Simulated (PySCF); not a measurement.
C₃H₄O₄.
Cartesian coordinates in Å at the PBE0-D3(BJ)/def2-SVP level; atoms count from 1:
```
atom  x, y, z in Å
O1     2.0428    0.0774    1.7745
C2     1.9648    0.4985    0.6614
O3     1.0331    0.1525   -0.2436
C4     0.0436   -0.7536    0.1760
O5    -1.0088   -0.0627    0.8028
C6    -2.0022    0.3861    0.0158
O7    -2.0873    0.2189   -1.1621
H8     2.6562    1.2316    0.1986
H9    -0.3129   -1.2564   -0.7303
H10    0.4480   -1.4436    0.9259
H11   -2.7382    0.9258    0.6456
```

Level of theory: TDDFT B3LYP/def2-SVPD, vertical, gas phase, core orbitals frozen in the response (PySCF).

Transition dipole moments from the ground state, in atomic units and in the frame of the coordinates above (overall signs are arbitrary), for the states with f of 0.002 or more among the lowest 5:

```csv
state,E (eV),μx,μy,μz
S4,7.070,0.325,0.002,0.111
S5,7.618,-0.457,0.013,-0.303
```

Question: What oscillator strength does each state have?

Answer: f = (2/3) ΔE |μ|² with ΔE in hartree (27.2114 eV).

```csv
state,|μ|² (au),|μ| (D),f
S4,0.118,0.87,0.020
S5,0.301,1.40,0.056
```

Question: Which bond between heavy atoms lies closest to the direction of the S5 transition dipole?

Answer: O5–C6 and C2–O3, at 19° from it; next C6–O7 at 53°.

Question: What angle do the transition dipoles of S4 and S5 make?

Answer: |cos θ| = |μa·μb| / (|μa| |μb|) = 0.97, so θ ≈ 15° (taken between 0 and 90°, since the signs are arbitrary).

Question: What peak molar absorption coefficient would the strongest computed level give as a lone Gaussian band 0.5 eV wide at half height?

Answer: ε(max) = 2.175×10⁸ f / FWHM, with the width in cm⁻¹. S5: 2.175×10⁸ × 0.0562 / 4033 ≈ 3000 L mol⁻¹ cm⁻¹.

Hardware: an INTEL XEON PLATINUM 8581C at 2.10 GHz with one thread, shared host. Cost: 22 s wall, 0.83 GiB resident at most.

One conformer stands for the species.
